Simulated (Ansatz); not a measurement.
Relaxation of C2H6ClNOSi2 (13 atoms, charge 0, multiplicity 1), to a largest force component of 0.015 eV/Å in at most 40 steps.

All numbers below come from Ansatz, RKS PBE0-D4/def2-SVP.

```xyz
13
Properties=species:S:1:pos:R:3:forces:R:3
C -0.568 -2.253 -1.225 0.54 4.41 1.65
C -0.431 -1.107 -0.805 0.07 1.60 0.59
N -0.249 0.252 -0.298 0.16 -3.90 -3.29
Si -0.320 0.456 1.370 -4.11 -0.64 2.86
O -1.956 0.011 1.681 1.99 0.69 1.20
Si 1.165 1.044 -0.863 1.26 0.75 -1.67
Cl 0.789 2.834 -1.852 -0.06 -0.39 0.17
H -0.741 -3.171 -1.628 -0.40 -2.49 -1.00
H 0.532 -0.426 2.152 0.61 -0.30 0.21
H -0.206 1.861 1.792 0.39 0.33 -0.25
H -2.460 -0.284 0.942 -0.44 -0.32 -0.92
H 1.984 1.395 0.297 0.16 0.20 0.54
H 1.970 0.141 -1.725 -0.17 0.06 -0.11
```

**Question.** Where does it end, and by what steps?

**Answer.** The run converged. The force dipped under the threshold on the way, but the program's further checks kept it going. After 23 steps the energy has fallen by 1.153 eV; Cl7 moved furthest, 0.99 Å. Parted: Si4–Si6.

```tsv
step	energy less start (eV)	largest force component (eV/Å)	accepted
0	0.0000	4.411	yes
1	-0.7843	1.983	yes
2	-0.9969	0.674	yes
3	-1.0493	0.397	yes
4	-1.0797	0.544	yes
5	-1.1033	0.458	yes
6	-1.1220	0.185	yes
7	-1.1263	0.328	yes
8	-1.1334	0.084	yes
9	-1.1390	0.040	yes
10	-1.1371	0.348	no
11	-1.1426	0.068	yes
12	-1.1459	0.092	yes
13	-1.1466	0.239	yes
14	-1.1490	0.162	yes
15	-1.1512	0.029	yes
16	-1.1508	0.290	no
17	-1.1515	0.007	yes
18	-1.1522	0.088	yes
19	-1.1526	0.059	yes
20	-1.1528	0.038	yes
21	-1.1529	0.011	yes
22	-1.1530	0.016	yes
23	-1.1530	0.010	yes
```

```xyz
13
Properties=species:S:1:pos:R:3
C -0.504 -2.147 -1.250
C -0.105 -1.143 -0.696
N 0.315 -0.028 -0.060
Si -0.405 0.253 1.541
O -2.001 0.671 1.455
Si 1.282 1.124 -0.964
Cl 0.118 2.231 -2.260
H -0.834 -3.041 -1.744
H -0.214 -1.010 2.303
H 0.309 1.417 2.115
H -2.620 0.003 1.142
H 1.889 2.049 0.025
H 2.277 0.375 -1.769
```

Whether the end is a true minimum wasn't checked by a vibrational analysis.

Time of the run: 73 s on 2 threads of Intel(R) Xeon(R) 6975P-C (Granite Rapids), on a shared host, peak memory 0.41 GiB.
